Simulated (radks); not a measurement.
The numbers below are computed, except where a source is named.
These are the eigenvalues of the occupied orbitals of an atom or ion with whole-number occupations (Ry). Level of theory: scalar-relativistic Kohn-Sham, PBE, spin-polarised, spherical densities, finite nucleus; Fermi nuclear charge, rms radius of each element as measured or else 0.836 A^(1/3) + 0.57 fm (a radial shooting solver on a logarithmic mesh with Libxc functionals).

1s down: -703.2479
1s up: -703.2478
2s up: -88.28693
2s down: -88.23734
2p up: -76.93976
2p down: -76.90262
3s up: -12.61770
3s down: -12.52581
3p up: -9.23504
3p down: -9.14477
3d up: -3.76883
3d down: -3.68270

Which element is it, and in what charge state? The configuration may be excited. Open shells, if any, are filled with parallel spins first.

Answer. Z = 30, zinc, charge +3: Zn3+ in [Ar] 3d9. The list shows which subshells hold electrons but not how many an open one holds; the 1s level, -351.62 hartree, gives Z - s = 26.5 by -(Z - s)^2/2, which with screening and relativity narrows Z to a few neighbours, and the depths of the outer levels then fix element, charge and occupations together.
